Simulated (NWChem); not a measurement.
CH$_{6}$F$_{2}$N$_{2}$Si; SMILES F[Si](N)(NC)F

```xyz
12

C     -0.0027    -2.4051    -0.1467
N     -0.6877    -1.1187    -0.2402
Si     0.0000     0.4115     0.0182
N     -1.2316     1.5093     0.4402
F      1.1784     0.1824     1.0930
F      0.7567     1.0960    -1.2285
H      0.3105    -2.7936    -1.1262
H      0.8899    -2.2868     0.4724
H     -0.6432    -3.1566     0.3317
H     -1.5653    -1.1487    -0.7447
H     -1.8509     1.3126     1.2152
H     -1.1060     2.5030     0.2964
```
Atoms are numbered in this order, from 1.

Computed with NWChem. Medium grid unless said otherwise, to which SCAN and Minnesota functionals are sensitive. Coordinates come from a B3LYP/6-31G* (spherical d) optimisation. Hybrids' shares of exact exchange are those that their runs print; pure functionals count as 0. The functionals differ in more than this share.

```
row                                    share of exact exchange  highest occupied level (eV)
-------------------------------------  -----------------------  ---------------------------
PBE/def2-TZVP                                             0.00                        -5.88
LDA (Slater exchange, VWN5)/def2-TZVP                     0.00                        -6.03
TPSSh/def2-TZVP                                           0.10                     withheld
B3LYP/def2-TZVP                                           0.20                        -7.09
M06-2X/def2-TZVP                                          0.54                        -8.78
Hartree-Fock/def2-TZVP                                    1.00                       -10.86
```

### Question
Fit a straight line of the last column on the one before it, predict the withheld value, and compare with the run.

### Answer

1. Means of the 5 shown rows: x = 0.348, y = -7.728. Slope Σ(x − x̄)(y − ȳ)/Σ(x − x̄)² = -3.572/0.7261 = -4.920; intercept -6.016.
2. The shown rows scatter about the line by 0.094 (root mean square); the largest residual is +0.14, at PBE/def2-TZVP.
3. At x = 0.10 (TPSSh/def2-TZVP; inside the shown range) the line gives -6.51.
4. The run gives -6.54, -0.03 from the line, 0.3 times the scatter.
